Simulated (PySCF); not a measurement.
# GeH⁺: one state, many levels of theory

State: ¹Σ⁺ (singlet), closed shell. Set-up: Ge cc-pVDZ-PP with ECP10, H cc-pVDZ; scalar-relativistic core potentials (PySCF 2.14). De refers to Ge⁺ + H in their high-spin ground configurations, without counterpoise correction. A positive dipole points towards H; it is taken about the centre of mass and depends on that origin.

| Level | Re (Å) | ωe (cm⁻¹) | De (eV) | μ (D) | CPU s a point (SCF and correlation, without the integrals) |
| --- | --- | --- | --- | --- | --- |
| RHF | 1.571 | 2133 | 2.09 | 0.52 | 0.01 |
| RHF-MP2 | 1.574 | 2081 | 2.75 | n/a | 0.013 |
| RHF-SCS-MP2 | 1.576 | 2071 | 2.84 | n/a | n/a |
| RHF-CCSD | 1.583 | 2016 | 2.90 | n/a | n/a |
| RHF-CCSD(T) | 1.584 | 2007 | 2.92 | n/a | 0.095 |
| PBE | 1.617 | 1910 | 3.00 | 0.29 | 0.14 |
| PW91 | 1.615 | 1917 | 3.02 | 0.29 | 0.12 |
| r²SCAN | 1.593 | 1992 | 3.00 | 0.39 | 0.19 |
| PBE0 | 1.597 | 1997 | 2.95 | 0.37 | 0.27 |
| BHandHLYP | 1.583 | 2053 | 2.96 | 0.38 | 0.11 |
| LC-ωPBE | 1.581 | 2084 | 2.89 | 0.47 | 0.22 |
| B2PLYP | 1.590 | 2014 | 2.95 | 0.37 | 0.11 |

Task: Which functional lies closest to RHF-CCSD(T) in De, which farthest, and by how much do they differ from it?

Result: Closest is LC-ωPBE (-0.3 pm in Re, +3.8 % in ωe, -0.03 eV in De against RHF-CCSD(T) in the same basis), farthest PW91 (+3.1 pm in Re, -4.5 % in ωe, +0.10 eV in De). CCSD(T) converges more slowly with the basis than the functionals do and binds too weakly in this one, so the order can change at the basis-set limit.

Task: What does the step from GGA to meta-GGA do here, going from PBE to r²SCAN?

Result: r²SCAN less PBE: -2.4 pm in Re, +4.3 % in ωe, +0.00 eV in De. 

Task: What does second-order correlation do here, going from RHF to RHF-MP2?

Result: RHF-MP2 less RHF: +0.3 pm in Re, -2.4 % in ωe, +0.66 eV in De. Correlation nearly always deepens the well. The bond lengthens, as in strong covalent bonds, where excitations into antibonding orbitals dominate.

Correlated steps freeze 4 core orbitals. Correlated levels converge slowly with the basis: in double zeta they bind strong bonds too weakly, by up to about 1 eV, and carry superposition errors of some tenths. For an ion De counts to the pair picked by the measured ionisation energies or electron affinities, which need not be the lowest pair at this level. Where the molecule has an RHF reference, its open-shell atoms are computed with UHF. B2PLYP dipoles, levels and charges come from its SCF part alone.

The whole job (state search and all levels along the bond) took about 0.35 min on 1 thread of Intel Xeon 6975P-C (shared host), peak memory 0.35 GiB.
